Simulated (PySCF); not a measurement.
N-methylmethanimine (C2H5N), SMILES CN=C. Atoms are numbered in the order given.

```xyz
8

C      0.1335     1.1380     0.0000
N     -0.5318    -0.1378     0.0000
C      0.1804    -1.1734     0.0000
H     -0.1866     1.7067    -0.8771
H     -0.1866     1.7067     0.8771
H      1.2309     1.0642     0.0000
H      1.2800    -1.1488     0.0000
H     -0.2986    -2.1520     0.0000
```

Geometry optimised at PBE0-D3(BJ)/def2-TZVP.

All values below come from PBE/pcSseg-2 in PySCF.

GIAO shieldings, no solvent; atoms listed in one row are averaged. δ = σ(ref) − σ: ¹³C against TMS (σ = 181.4 ppm); ¹⁵N against NH3 (σ = 262.8 ppm); ¹H against TMS (σ = 31.47 ppm), references at their B3LYP-D3(BJ)/def2-TZVP geometries, non-relativistic.

### Question
Estimate the chemical shifts. (Estimate from the structure and the level; the computed values follow.)

### Answer

| nucleus | atoms | count | δ (ppm) |
|---|---|---|---|
| ¹³C | C3 | 1 | 161.3 |
| ¹³C | C1 | 1 | 57.8 |
| ¹⁵N | N2 | 1 | 406.8 |
| ¹H | H7 | 1 | 7.98 |
| ¹H | H8 | 1 | 7.36 |
| ¹H | H4, H5, H6 | 3 | 3.61 |
